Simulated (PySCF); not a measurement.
From orbital energies to excitation energies

Compound: C6H9N3.
SMILES: `C=Cn1cc(CC)nn1`

Level of theory: TDDFT CAM-B3LYP/def2-SVPD, vertical, gas phase, core orbitals frozen in the response in PySCF 2.14.0, density-fitted response routines. Isolated species at its PBE0-D3(BJ)/def2-SVP geometry (one conformer only). Torsions of this conformer, `[CH2:1]=[CH:2][n:3]1[cH:4][c:5]([CH2:6][CH3:7])[n:8][n:9]1`: C1–C2–N3–C4 0°, C4–C5–C6–C7 119°.

Orbital energies (eV): HOMO-3 -11.07, HOMO-2 -9.16, HOMO-1 -9.14, HOMO -8.46, LUMO -0.13, LUMO+1 1.23, LUMO+2 1.59.

Computed singlets:

```tsv
state	E (eV)	f
S1	5.28	0.0050
S2	5.60	0.421
S3	6.07	0.059
S4	6.96	0.046
S5	7.05	0.0031
S6	7.15	0.0064
S7	7.20	0.192
S8	7.35	0.029
S9	7.60	0.0053
S10	7.81	0.017
```

Which orbital pair leads each of S1, S2, S3 and S4, and how does its energy difference Δε compare with the excitation energy?

| state | leading configuration | weight | Δε (eV) | E (eV) | E − Δε (eV) | f | other configurations |
| --- | --- | --- | --- | --- | --- | --- | --- |
| S1 | HOMO-2→LUMO | 0.85 | 9.03 | 5.28 | -3.75 | 0.0050 | – |
| S2 | HOMO→LUMO | 0.94 | 8.33 | 5.60 | -2.73 | 0.421 | – |
| S3 | HOMO-1→LUMO | 0.95 | 9.01 | 6.07 | -2.94 | 0.059 | – |
| S4 | HOMO→LUMO+1 | 0.86 | 9.68 | 6.96 | -2.72 | 0.046 | – |

E − Δε runs from -3.75 to -2.72 eV. 

H and L stand for HOMO and LUMO. The other states: S5 7.05 eV, f 0.0031, H-3→L (40%), H-2→L+3 (13%), H-2→L+2 (10%); S6 7.15 eV, f 0.0064, H-3→L (34%), H-2→L+3 (14%), H-2→L+2 (12%); S7 7.20 eV, f 0.192, H→L+2 (45%), H→L+3 (16%), H→L+4 (15%); S8 7.35 eV, f 0.029, H→L+3 (45%), H-1→L+1 (36%); S9 7.60 eV, f 0.0053, H→L+4 (45%), H→L+3 (17%), H-1→L+1 (15%); S10 7.81 eV, f 0.017, H→L+2 (16%), H→L+6 (16%), H-1→L+4 (13%).

Which computed triplets share their leading configuration (75% or more) with a singlet, and how far apart are the partners?

```csv
configuration,triplet,E(T) (eV),singlet,E(S) (eV),E(S) − E(T) (eV)
HOMO→LUMO,T1,3.74,S2,5.60,+1.86
```

The 4 triplets are Tamm–Dancoff values, the singlets full response.

Summed over the main configurations (up to three a state, each over 8%) of all 10 singlets, the electron leaves HOMO with weight 3.94, HOMO-1 with weight 1.59, HOMO-2 with weight 1.33 and HOMO-3 with weight 0.74.

All these states lie below the vertical ionisation energy of 9.13 eV (ΔSCF).

The run took 8.1 min on Arm Neoverse V1, one thread, no GPU, shared host with 32 logical CPUs at a one-minute load of 20, and the process peaked at 1.3 GiB of memory.
